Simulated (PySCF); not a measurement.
# Arsenic: highly charged ions in a basis for the neutral atom

As²⁰⁺ [Ne] 3s2 3p1, As²¹⁺ [Ne] 3s2. Computed with PySCF 2.14 in pcseg-2, with no relativity, point nucleus. No spin-orbit coupling, so a gap to NIST mixes the basis error with missing relativistic terms.

Changed run: basis of the neutral atom used for a highly charged ion. This setting is unsound on purpose.

```csv
species,method,sound run (hartree),changed run (hartree),converged
As²⁰⁺,UHF,not run,-2000.69787,yes
As²⁰⁺,MN15,not run,-2001.34047,yes
As²⁰⁺,BP86,not run,-2001.41764,yes
As²¹⁺,UHF,not run,-1971.60092,yes
As²¹⁺,MN15,not run,-1972.10195,yes
As²¹⁺,BP86,not run,-1972.26336,yes
```

Ionisation energy of As²⁰⁺:

```json
{"method": "UHF", "changed run (eV)": "791.77", "NIST (eV)": "814 ± 4"}
{"method": "MN15", "changed run (eV)": "795.62", "NIST (eV)": "814 ± 4"}
{"method": "BP86", "changed run (eV)": "793.33", "NIST (eV)": "814 ± 4"}
```

The contracted functions were made for the neutral atom and can be too rigid for a highly charged ion.
